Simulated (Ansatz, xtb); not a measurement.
**C6H4O2S: which of two isomers lies lower**

We compare a, `Oc1cc2occc2s1`, a singlet, with b, `O=Cc1cccoc1=S`, a singlet. Both are isolated molecules in the gas phase, relaxed with B3LYP/def2-SVP; the shapes shown needn't be the lowest conformers.

a (Å):

```yaml
atoms:
  - { symbol: C, position_ang: [1.2574, 1.8100, 1.4027] }
  - { symbol: C, position_ang: [2.0848, 0.7195, 1.5008] }
  - { symbol: C, position_ang: [1.4126, -0.4236, 0.9795] }
  - { symbol: C, position_ang: [0.7012, -2.3568, 0.2685] }
  - { symbol: C, position_ang: [-0.3383, -1.4957, 0.0348] }
  - { symbol: C, position_ang: [0.1302, -0.2262, 0.5022] }
  - { symbol: O, position_ang: [1.5709, 3.0596, 1.8037] }
  - { symbol: O, position_ang: [1.7714, -1.7194, 0.8421] }
  - { symbol: S, position_ang: [-0.3279, 1.4473, 0.6815] }
  - { symbol: H, position_ang: [0.8434, 3.6710, 1.6307] }
  - { symbol: H, position_ang: [3.0898, 0.7576, 1.9163] }
  - { symbol: H, position_ang: [0.8268, -3.4205, 0.0872] }
  - { symbol: H, position_ang: [-1.2973, -1.7505, -0.4099] }
```

b (Å):

| atom | x (Å) | y (Å) | z (Å) |
| --- | --- | --- | --- |
| C | 0.6957 | 2.4522 | 0.0903 |
| C | 0.1986 | 1.0470 | -0.0330 |
| C | -0.7296 | 0.7663 | -1.0092 |
| C | -1.2395 | -0.5509 | -1.1749 |
| C | -0.7690 | -1.5074 | -0.3297 |
| C | 0.6820 | 0.0066 | 0.8534 |
| O | 0.3135 | 3.3446 | -0.6331 |
| O | 0.1302 | -1.2542 | 0.6220 |
| S | 1.7778 | 0.1401 | 2.0682 |
| H | 1.4438 | 2.6172 | 0.8973 |
| H | -1.0573 | 1.5914 | -1.6484 |
| H | -1.9749 | -0.8015 | -1.9393 |
| H | -1.0697 | -2.5576 | -0.3401 |

Energies in hartree; the thermal terms are from GFN2-xTB frequencies at re-optimised GFN2-xTB minima (ideal gas, soft modes damped towards free rotors, one conformer each, 298.15 K, 1 atm) and include the zero-point energy:

```
                              a           b
E, CCSD(T)/def2-SVP  −777.670435  −777.676310
    E, MP2/def2-SVP  −777.581449  −777.578045
  E, MP2/def2-TZVPP  −778.466260  −778.452191
  zero-point energy     0.085208     0.083413
       H(298 K) − E     0.093382     0.092320
       G(298 K) − E     0.053476     0.049974
```

Task: Correct the CCSD(T) difference for the basis set by the MP2 change, then work out ΔE, ΔE₀, ΔH and ΔG for a → b in kJ/mol (1 Eh = 2625.50 kJ/mol) and the equilibrium ratio [b]/[a].

Result: 1. Differences b − a: CCSD(T) −0.005875, MP2 in the small set +0.003404, MP2 in the large set +0.014069 Eh.
2. ΔE = −0.005875 + (+0.014069 − (+0.003404)) = +0.004790 Eh = +12.58 kJ/mol.
3. ΔE₀ = ΔE + ΔZPE = +0.004790 + (−0.001795) Eh = +7.86 kJ/mol.
4. ΔH = ΔE + (−0.001062) Eh = +9.79 kJ/mol.
5. ΔG = ΔE + (−0.003502) Eh = +3.38 kJ/mol, so ΔS = (ΔH − ΔG)/T = +21.5 J/(mol K).
6. kT = 0.9442 mEh, so K = [b]/[a] = exp(−ΔG/kT) = exp(−1.36) ≈ 0.26.

The two are too close for this level to say which is favoured. An error of 4 kJ/mol in ΔG would change K by a factor of 5. The basis-set step is large, which makes the value less sure. r2SCAN-D4/def2-SVP found them nearly level. B3LYP/def2-SVP, HF/def2-SVP, CCSD(T)/def2-SVP gave ΔE the other sign. Large T1 diagnostics make the coupled-cluster value less sure. Mirror images and further conformers aren't counted.

As drawn, b has 1 C=O, 3 C–C, 2 C=C, 1 C–O, 1 C=S, 1 C–H in place of 5 C∷C, 2 C∷O, 2 C∷S, 1 O–H (∷ is an aromatic bond). Structure a has 2 5-membered rings (with an aromatic ring), b a 6-membered ring.

Other levels gave ΔE = +95.6 (GFN2-xTB); +154.5 (HF/STO-3G, GFN2-xTB geometries); −0.6 (r2SCAN-D4/def2-SVP, GFN2-xTB geometries); −20.5 (B3LYP/def2-SVP); −41.1 (HF/def2-SVP); +8.9 (MP2/def2-SVP); −15.4 (CCSD(T)/def2-SVP) kJ/mol. The correlated steps freeze 13 core orbitals. Programs: Ansatz 0.2.0, xtb 6.7.1.
